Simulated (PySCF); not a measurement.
GaF2, SMILES [F][Ga][F], multiplicity 2. Coordinates come from a ωB97X-D3(BJ)/def2-TZVP optimisation. The multiplicity is an assumed one; other spin states were not compared. The isomer is the one that the SMILES or the coordinates give; other isomers of the formula were not compared.

Computed equilibrium geometry at ωB97X-D3(BJ)/def2-TZVP (PySCF confirms it by a frequency run) as Cartesian coordinates in Å, and its point group:
point group C2v.
```xyz
3

Ga     0.0000     0.0000     0.3391
F      0.0000    -1.4987    -0.5840
F      0.0000     1.4987    -0.5840
```
Charge 0, spin multiplicity 2.
